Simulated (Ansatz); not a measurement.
Computed with Ansatz on PBE0-D4/def2-TZVP structures; ΔE is electronic, products minus reactants. CBS: MP2 limit from def2 TZ/QZ plus the TZ coupled-cluster correction, frozen cores. DFT in def2-TZVPP. B3LYP here is the variant with VWN-RPA as its local correlation; programs differ in this. For Ga outer-core shells are correlated without core-valence functions, which leaves a few kJ/mol of doubt a bond. Scalar relativity is left out up to krypton. One conformer a species, not always the lowest.

Reaction (substitution at a C–C bond): `C[CH](C)[Al]([OH])[OH]` + `[OH][Ga]([OH])[Cl]` → `C[O][Ga]([OH])[Cl]` + `C[CH2][Al]([OH])[OH]`

```
             level  ΔE (kcal/mol)
           PBE0-D4           11.4
          B3LYP-D4           10.0
           ωB97M-V           11.4
               PBE           10.8
            r2SCAN           10.8
             B3LYP            9.4
SCS-MP2/def2-TZVPP           11.6
    CCSD/CBS(def2)           11.6
```

What does CCSD(T)/CBS give? (An estimate is asked.)

Ansatz gave: +11.9 kcal/mol. The listed levels differ from it by -0.5, -1.9, -0.5, -1.1, -1.1, -2.5, -0.3, -0.3 kcal/mol.

Largest T1 diagnostic among the species: 0.013.

In def2-TZVPP, CCSD(T) changes the Hartree–Fock value by +3.2 kcal/mol (the triples alone add +0.3 kcal/mol) and MP2 by +4.7 kcal/mol.

CCSD(T)/CBS has its own doubt, a few kJ/mol and more with outer-core shells, so smaller differences from it don't rank the levels.
